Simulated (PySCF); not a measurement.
# What a mistake does to a calculation on AlBC2H4

These are calculations, not measurements. The program is PySCF 2.14.0, an open-source quantum chemistry code, run on an isolated molecule that a program drew, which may never have been made. The molecule is AlBC2H4 (charge 0, singlet), drawn as the SMILES string `B=C[CH2][Al]`.

Each row is a Hartree-Fock (HF) and frozen-core CCSD(T) single point in the cc-pV(D+d)Z basis, meant for a local HF minimum. Run 1 is clean. Each other run has one planted mistake out of seven kinds, and not every kind appears here: one electron removed, one electron added, multiplicity raised by two, geometry at a saddle point, minimal basis STO-3G, one bond length entered in bohr, all coordinates scaled. The reference is restricted for singlets and unrestricted otherwise, and also for a bond in bohr. Adding or removing an electron swaps singlet and doublet. Electrons count all cores. HOMO and LUMO are orbital energies over both spins, the gradient is its largest component, and the lowest frequency (negative if imaginary) is given only where the gradient is small. Bond lengths are over the 7 bonds as drawn. T1 is the CCSD diagnostic: over 0.02 (restricted) or 0.045 (unrestricted) a single reference is doubtful.

Geometry of the clean run:
```xyz
8
AlBC2H4, angstrom
B    -3.3652    0.7078   -0.4542
C    -2.8770    1.4085    0.6571
C    -1.6600    1.2841    1.5090
Al   -0.6130    1.4744   -0.2390
H    -3.9610    0.1401   -1.2936
H    -3.3773    2.3861    0.6710
H    -1.5079    0.2784    1.9100
H    -1.6193    2.0124    2.3156
```

| run | electrons | basis functions | <S^2> | HOMO (eV) | LUMO (eV) | gradient (hartree/bohr) | lowest frequency (cm^-1) | mean bond (Å) | longest bond (Å) | T1 | HF (hartree) | CCSD(T) (hartree) | mistake |
|---|---|---|---|---|---|---|---|---|---|---|---|---|---|
| 1 | 34 | 85 | 0.000 | -7.48 | 1.11 | 1.7e-05 | 77 | 1.3419 | 2.046 | 0.0167 | -344.57406 | -345.03923 | no fault |
| 2 | 34 | 85 | 2.196 | -6.52 | -0.13 | 7.4e-02 | - | 1.3419 | 2.046 | 0.0584 | -344.51272 | -344.96276 | multiplicity raised by two |
| 3 | 34 | 85 | 1.174 | -5.64 | 0.87 | 5.8e-02 | - | 1.6020 | 3.867 | 0.0952 | -344.51626 | -344.94192 | ? |
| 4 | 34 | 28 | 0.000 | -4.06 | 7.44 | 4.6e-02 | - | 1.3419 | 2.046 | 0.0137 | -340.36586 | -340.60172 | ? |

**Which mistake was planted in run 3, and what did it cost?**

The mean bond changes by a factor of 1.194 and the longest by 1.890, so the molecule wasn't scaled as a whole. A length L in bohr read as angstrom grows by (1/0.5292 - 1) L = 0.890 L. The 7 bonds together grew by 7 x 0.2601 = 1.821 Å, which gives L = 2.046 Å. That is bond C3-Al4, 2.046 Å in the clean geometry. So the mistake is: one bond length entered in bohr. Subtracting run 1 and multiplying by 627.51 kcal/mol a hartree, the energy moved by 36.3 kcal/mol in HF and 61.1 kcal/mol in CCSD(T).

**Which mistake was planted in run 4, and what did it cost?**

It has 28 basis functions where the clean run has 85, with the same electrons and geometry. So the mistake is: minimal basis STO-3G. Subtracting run 1 and multiplying by 627.51 kcal/mol a hartree, the energy moved by 2640.7 kcal/mol in HF and 2784.6 kcal/mol in CCSD(T).

Cautions from the logs. Run 2: T1 is over the limit, so its CCSD(T) energy is less reliable; run 3: T1 is over the limit, so its CCSD(T) energy is less reliable.
